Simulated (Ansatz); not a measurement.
The Si1–H2 bond of HISi (SMILES [SiH]I) is stretched (multiplicity 1, the rest rigid).
Geometry at rest (charge 0, multiplicity 1):
```xyz
3

Si    -1.12141    -0.93268     1.27809
H     -2.09418    -1.38630     0.19834
I      0.33574     0.27253    -0.34135
```

Frozen-core correlation. Filled d and f shells under p-block atoms count as core.

The values were computed with Ansatz (a first-principles code). Each number belongs to the level named beside it. In def2 rows elements past Kr take small-core potentials, without spin–orbit coupling.

Energies above the point at 1.522 Å (the B3LYP-D3(BJ) bond length), FIC-MRCISD+Q on CASSCF(2,2)/def2-TZVPP (kcal/mol): 4.77 at 1.370 Å; 3.46 at 1.675 Å; 74.76 at 4.872 Å.

**Question.** Take the last value as the depth D of a Morse curve D(1 − e^(−a(R − R₀)))², fit a and R₀ to the two near points, and test it at 2.055 and 2.664 Å.

**Answer.** 
With D = 74.8, both near points (counted from the curve's value at 1.522 Å) are met by a = 1.54 Å⁻¹ and R₀ = 1.517 Å, so k = 2Da² = 353 kcal/(mol Å²). The curve then gives 23.7 and 51.3 kcal/mol; the level itself gives 24.4 and 55.0, so Morse is off by -0.7 and -3.8.
